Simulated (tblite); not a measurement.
C₈H₇F.
SMILES with atom numbers: `[CH:1]#[C:2][C@@:3]([F:4])([C:5]#[C:6][CH3:7])[CH:8]=[CH2:9]` (hydrogens: H10 on C1; H11, H12, H13 on C7; H14 on C8; H15, H16 on C9)

Structure optimised with GFN2-xTB, isolated species.

Give the optimised bond lengths and angles.

```json
{"bond": "C1≡C2", "length (Å)": "1.196"}
{"bond": "C2–C3", "length (Å)": "1.462"}
{"bond": "C3–F4", "length (Å)": "1.397"}
{"bond": "C3–C5", "length (Å)": "1.461"}
{"bond": "C5≡C6", "length (Å)": "1.199"}
{"bond": "C6–C7", "length (Å)": "1.443"}
{"bond": "C3–C8", "length (Å)": "1.513"}
{"bond": "C8=C9", "length (Å)": "1.318"}
{"bond": "C1–H10", "length (Å)": "1.049"}
{"bond": "C7–H11, C7–H12, C7–H13", "length (Å)": "1.089"}
{"bond": "C8–H14", "length (Å)": "1.081"}
{"bond": "C9–H15", "length (Å)": "1.077"}
{"bond": "C9–H16", "length (Å)": "1.076"}
```

Bonds in one row agree within 0.01 Å and their mean is given. A selection of angles:
```json
{"angle": "C1–C2–C3", "degrees": "179.3"}
{"angle": "C2–C3–F4", "degrees": "108.8"}
{"angle": "C2–C3–C5", "degrees": "109.2"}
{"angle": "C2–C3–C8", "degrees": "109.6"}
{"angle": "F4–C3–C5", "degrees": "109.0"}
{"angle": "F4–C3–C8", "degrees": "110.2"}
{"angle": "C5–C3–C8", "degrees": "110.0"}
{"angle": "C3–C5–C6", "degrees": "178.2"}
{"angle": "C5–C6–C7", "degrees": "179.2"}
{"angle": "C3–C8–C9", "degrees": "124.0"}
```

Dihedral angles: C2–C3–C8–C9 121° (anticlinal).

Of the pairs four or more bonds apart, F4···H15 is among the closest relative to their van der Waals radii: 2.41 Å, 90 % of the sum of Bondi's values. The C–C distances run from 1.196 Å (C1≡C2, drawn triple) to 1.513 Å (C3–C8, drawn single), a spread of 0.317 Å.

Point group: C1 (no symmetry element, even within 0.4 Å). Its lowest GFN2-xTB frequency is 14i cm⁻¹, too small to tell a flat minimum from a shallow saddle. One conformer, not necessarily the lowest.

The numbers are calculated, not measured.
